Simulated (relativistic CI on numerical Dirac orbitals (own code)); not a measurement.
Computed by Dirac-Coulomb-Breit CI, separate exchange-only KLI orbitals for each configuration, a model potential for QED, unscaled Slater integrals (own radial code, finite nucleus).

The strongest absorption lines from the ground level of an ion, among the configurations computed and to levels below about 798 eV (vacuum wavelength in nm, gf): 2.9772 (0.041), 2.9810 (0.033), 2.9995 (0.078), 3.2025 (0.035), 3.3372 (0.094), 3.3696 (1.6), 3.4636 (1.7), 3.7686 (0.51).

(1) Which ion is it?
A. Ho⁴⁵⁺
B. Lu⁴⁷⁺
C. Ho⁴³⁺
D. Pr³⁵⁺

Answers

(1) C. Ho⁴³⁺ has 24 electrons and the ground level 3s2 3p6 3d6 3F_4; the strongest line goes to 3s2 3p5 3d7 3F°_4. The pattern of lines fixes the number of electrons, and along that sequence the line energies rise steadily with the charge (about as its square where n changes within one kind of shell, about linearly where n is kept but much faster in heavy ions where fine structure, which grows about as Z⁴, sets the gap, and irregularly where shells cross), which fixes Z. Configurations outside the model, such as inner-shell arrays, can give stronger lines. At this charge energies of transitions that change n are usually good to better than 1 %, and those within a shell (Δn = 0) to a few per cent.

LS names give the leading component of a level, which can be under half, so a name can repeat, a term be missing and a line seem to break the LS rules.
